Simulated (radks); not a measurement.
Problem. The mean radii <r> (bohr) of the occupied orbitals of an atom or ion are listed with their occupations. All-electron calculation, Dirac Kohn-Sham, PBE, spin-unpolarised, spherical densities, finite nucleus; Fermi nuclear charge, rms radius of each element as measured or else 0.836 A^(1/3) + 0.57 fm. Program: a radial shooting solver on a logarithmic mesh with Libxc functionals.

| orbital | occ. | <r> |
|---|---|---|
| 1s1/2 | 2 | 0.02232 |
| 2s1/2 | 2 | 0.09459 |
| 2p1/2 | 2 | 0.07907 |
| 2p3/2 | 4 | 0.08580 |
| 3s1/2 | 2 | 0.2492 |
| 3p1/2 | 2 | 0.2388 |
| 3p3/2 | 4 | 0.2517 |
| 3d3/2 | 4 | 0.2236 |
| 3d5/2 | 6 | 0.2276 |
| 4s1/2 | 2 | 0.5661 |
| 4p1/2 | 2 | 0.5792 |
| 4p3/2 | 4 | 0.6086 |
| 4d3/2 | 4 | 0.6485 |
| 4d5/2 | 6 | 0.6589 |
| 5s1/2 | 2 | 1.382 |
| 5p1/2 | 2 | 1.561 |
| 5p3/2 | 4 | 1.658 |
| 4f5/2 | 6 | 0.9619 |
| 6s1/2 | 1 | 3.863 |
| 4f7/2 | 1 | 0.9815 |

Name the element and its charge. Open shells, if any, fill j = l - 1/2 first.

Solution. Z = 63, europium, charge +1: Eu+ in [Xe] 4f7 6s1. The 1s radius gives Z: for a bare nucleus <r> = (2 gamma + 1)/(2Z) with gamma = sqrt(1 - (Z/c)^2), 0.02203 bohr for Z = 63, and screening makes it slightly larger (0.02232 here). The occupations add up to 62, and the charge is Z minus that.
